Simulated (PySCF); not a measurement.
C₂H₇ClOSi₂, SMILES C(=C/[SiH3])(/Cl)[SiH2]O.

Coordinates come from a r2SCAN-D4/def2-SVP optimisation. The structure was generated by enumeration; whether it is a known compound was not checked. One conformer was computed; it need not be the lowest.

Level of theory: PySCF with r2SCAN-D4/def2-SVP.

Frequencies are harmonic and unscaled.

```csv
mode,ν (cm⁻¹),IR (km/mol),moving atoms (share of kinetic energy)
1,49,2.9,"O 48 %, Cl 17 %, H 16 %, Si 15 %"
2,87,8.1,"O 35 %, H 24 %, C 20 %, Si 12 %, Cl 9 %"
3,117,0.2,H 93 %
4,133,1.6,"Cl 33 %, Si 32 %, H 20 %, C 15 %"
5,162,20.4,"H 32 %, C 25 %, Cl 23 %, Si 19 %"
6,201,39.0,"H 49 %, Si 21 %, Cl 15 %, C 11 %"
7,260,69.7,"H 36 %, O 31 %, Si 20 %, C 10 %"
8,335,20.5,"Si 56 %, C 18 %, H 18 %"
9,456,35.8,"C 59 %, H 24 %, Si 9 %"
10,509,37.7,"Cl 33 %, C 31 %, H 28 %, Si 9 %"
11,613,28.8,"H 62 %, Si 18 %, C 16 %"
12,645,18.4,"H 79 %, C 11 %, Si 10 %"
13,659,56.1,"H 60 %, C 23 %, Si 11 %"
14,723,43.2,"H 78 %, C 15 %"
15,745,33.4,"C 49 %, H 30 %, Si 17 %"
16,815,21.7,"H 69 %, O 18 %, C 8 %"
17,826,131.1,"H 66 %, O 16 %, C 14 %"
18,871,50.2,"C 54 %, H 36 %"
19,897,580.0,H 88 %
20,905,98.2,"H 58 %, O 23 %, Si 16 %"
21,936,81.3,"H 83 %, Si 9 %"
22,943,42.3,H 97 %
23,944,12.7,"H 74 %, C 13 %, Si 11 %"
24,961,119.9,"H 78 %, Si 16 %"
25,1193,4.2,"H 79 %, C 21 %"
26,1634,33.4,C 98 %
27,2216,137.6,H 97 %
28,2227,53.6,H 99 %
29,2231,98.0,H 96 %
30,2237,107.7,H 96 %
31,2267,108.8,H 97 %
32,3133,0.2,"H 92 %, C 8 %"
33,3864,88.2,H 94 %
```
